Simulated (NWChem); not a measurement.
System: ZnGeH$_{4}$S; SMILES [Zn]([GeH3])[SH]

Input file for NWChem:

```
start job
memory heap 200 mb stack 900 mb global 1100 mb
geometry units angstroms noautosym nocenter noautoz
  Zn     0.008012     0.568605    -0.002404
  S     -0.070261     2.756173     0.038602
  H      1.210374     2.947649    -0.354357
  Ge     0.001878    -1.779374    -0.014464
  H      0.146726    -2.367553    -1.441824
  H      1.157425    -2.378052     0.828803
  H     -1.312973    -2.359321     0.568818
end
basis spherical
  * library def2-svp
end
dft
  xc b3lyp
  iterations 150
end
property
  efieldgrad
end
task dft property
```

The geometry was optimised at B3LYP/6-31G* (spherical d).

Vzz is the largest principal value of the second derivative of the potential at the nucleus (NWChem prints the opposite sign); η is the asymmetry. Non-relativistic.

Atoms are numbered as in the input.

**Question.** What results follow from this input? (B3LYP/def2-SVP.) Quantities: Vzz Zn1 (a.u.); η Zn1; Vzz S2 (a.u.); η S2; Vzz Ge4 (a.u.); η Ge4.

**Answer.** 
```json
{
 "Vzz Zn1 (a.u.)": "-1.336",
 "η Zn1": "0.32",
 "Vzz S2 (a.u.)": "-1.822",
 "η S2": "1.00",
 "Vzz Ge4 (a.u.)": "-0.330",
 "η Ge4": "0.01"
}
```
